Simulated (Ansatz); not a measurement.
Cost and result up the ladder for InCl2H (InHCl2) (4 atoms). Charge 0, multiplicity 1. Geometry: r2SCAN-D4/def2-TZVP.

Cartesian coordinates in Å:
```
In 0.0841 -0.0469 0.2094
Cl 0.3449 -1.4169 -1.6410
Cl -1.1305 1.8553 -0.3149
H 0.7014 -0.3915 1.7464
```

Ansatz on 4 threads of Arm Neoverse V2 on a shared host. Times are rough, and most runs start from the orbitals of an earlier one. ωB97M-V/def2-TZVP serves as the yardstick here, not as an exact answer. Differences are given only for rows in sets of like size (and for xTB, whose basis is part of the method), since another set adds its own error. Binding counts from free atoms at the same level (In doublet, Cl doublet, H doublet; other spins of the atoms weren't run), without zero-point energy or a counterpoise term.

In the def2 sets In takes a core potential, while STO-3G treats all electrons; there is no spin–orbit coupling. Correlated methods freeze 14 core orbitals; core or outer-core shells of In are correlated, in sets that lack core-valence functions.

Correlated methods converge slowly with the basis.

| level | functions | wall time | binding energy per atom (eV) | difference from ωB97M-V/def2-TZVP (eV) |
| --- | --- | --- | --- | --- |
| HF/STO-3G | 46 | 0.2 s | 3.17 | – |
| PBE-D4/def2-SVP | 67 | 0.4 s | 2.36 | – |
| HF/def2-TZVP | 130 | 0.55 s | 1.77 | -0.64 |
| PBE0-D4/def2-SVP | 67 | 0.6 s | 2.34 | – |
| BLYP-D4/def2-TZVP | 130 | 0.85 s | 2.27 | -0.14 |
| PBE0-D4/def2-TZVP | 130 | 0.95 s | 2.38 | -0.04 |
| BHLYP-D4/def2-TZVP | 130 | 1.1 s | 2.29 | -0.13 |
| PBE-D4/def2-TZVPD | 157 | 1.3 s | 2.38 | -0.04 |
| PBE0-D4/def2-TZVPD | 157 | 1.6 s | 2.37 | -0.04 |
| r2SCAN-D4/def2-TZVP | 130 | 1.8 s | 2.42 | 0.00 |
| ωB97X-V/def2-TZVP | 130 | 2.3 s | 2.43 | 0.01 |
| r2SCAN-D4/def2-TZVPD | 157 | 2.4 s | 2.42 | 0.00 |
| CCSD(T)/def2-TZVPP | 148 | 3.2 s | 2.33 | -0.09 |
| ωB97M-V/def2-TZVP | 130 | 3.4 s | 2.42 | 0.00 |
